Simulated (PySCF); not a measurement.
ReO₂Cl, SMILES [Cl][Re](=[O])=[O] (connectivity only; charge and spin as stated), neutral, multiplicity 3. Atoms are numbered in the order given.

```xyz
4

Re     0.0000     0.0000     0.2391
O      0.0000     1.4926     1.0446
O      0.0000    -1.4926     1.0446
Cl     0.0000     0.0000    -2.0379
```
Charge 0, spin multiplicity 3.

Geometry: PBE0-D3(BJ)/def2-SVP. The spin state was assumed, not searched. The def2 effective core potentials stand for the cores of Re; spin–orbit coupling is left out.

The numbers are results of PBE0-D3(BJ)/def2-SVP run with PySCF 2.14.0, not measurements.

Frequencies are harmonic and unscaled.

**Question.** Give all harmonic wavenumbers and intensities. (The exact figures need the calculation; the answer reports its results.)

**Answer.** 
| mode | ν (cm⁻¹) | IR (km/mol) | moving atoms (share of kinetic energy) |
|---|---|---|---|
| 1 | 109 | 21.3 | O 70 %, Re 22 % |
| 2 | 147 | 4.3 | O 60 %, Cl 29 %, Re 11 % |
| 3 | 285 | 0.3 | O 81 %, Cl 18 % |
| 4 | 424 | 36.1 | Cl 68 %, Re 21 %, O 11 % |
| 5 | 986 | 255.0 | O 88 %, Re 12 % |
| 6 | 1051 | 63.5 | O 96 % |
